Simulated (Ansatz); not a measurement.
C2H7MgNS (`C[N](C)[Mg][SH]`), relaxed with RKS PBE0-D4/def2-TZVP in Ansatz from a PBE-D4/def2-SVP geometry. The force threshold is 0.005 eV/Å; the program also tests the step.

The species carries charge 0 and has multiplicity 1.

Start:

```xyz
12

C     0.500   -0.559    1.389
N    -0.133   -0.079    0.179
C    -1.362   -0.792   -0.097
Mg    0.577    1.315   -0.929
S     1.405    3.043   -2.238
H     0.764   -1.648    1.337
H    -0.155   -0.444    2.292
H     1.444   -0.011    1.606
H    -1.202   -1.894   -0.232
H    -1.853   -0.423   -1.025
H    -2.114   -0.689    0.729
H     2.127    2.180   -3.012
```

How much energy does the relaxation release, and in how many steps? (An estimate is asked.)

Ansatz gave: 4.97 kJ/mol, in 5 steps.

Which bonds change most? (Best estimate.)

The calculation gave: Mg4–S5 from 2.321 to 2.289 Å; N2–Mg4 from 1.917 to 1.890 Å; S5–H12 from 1.365 to 1.345 Å; C1–H6 from 1.122 to 1.103 Å.

Give the relaxed structure. (Estimate.)

Computed: 
```xyz
12

C     0.494   -0.556    1.375
N    -0.126   -0.073    0.170
C    -1.348   -0.786   -0.094
Mg    0.568    1.308   -0.917
S     1.390    3.005   -2.214
H     0.745   -1.629    1.316
H    -0.156   -0.435    2.258
H     1.427   -0.022    1.592
H    -1.182   -1.870   -0.220
H    -1.834   -0.430   -1.009
H    -2.082   -0.676    0.722
H     2.105    2.162   -2.980
```
